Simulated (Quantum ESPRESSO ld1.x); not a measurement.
Task: These are the eigenvalues of the occupied orbitals of an atom or ion with whole-number occupations (hartree). Calculated with ld1.x of Quantum ESPRESSO 7.5: scalar-relativistic Kohn-Sham, LDA (Slater exchange, VWN5 correlation), spin-polarised, spherical densities, point nucleus.

| orbital | eigenvalue |
|---|---|
| 1s up | -2762.98 |
| 1s down | -2762.98 |
| 2s up | -522.967 |
| 2s down | -522.812 |
| 2p up | -461.997 |
| 2p down | -461.867 |
| 3s up | -159.655 |
| 3s down | -159.551 |
| 3p up | -141.730 |
| 3p down | -141.619 |
| 3d up | -121.954 |
| 3d down | -121.814 |
| 4s up | -67.8833 |
| 4s down | -67.5316 |
| 4p up | -61.4065 |
| 4p down | -61.0606 |
| 4d up | -53.7533 |
| 4d down | -53.4076 |

Which element is it, and in what charge state? The configuration may be excited. Open shells, if any, are filled with parallel spins first.

Result: Z = 76, osmium, charge +34: Os34+ in [Kr] 4d6. The list shows which subshells hold electrons but not how many an open one holds; the 1s level, -2763 hartree, gives Z - s = 74.3 by -(Z - s)^2/2, which with screening and relativity narrows Z to a few neighbours, and the depths of the outer levels then fix element, charge and occupations together.
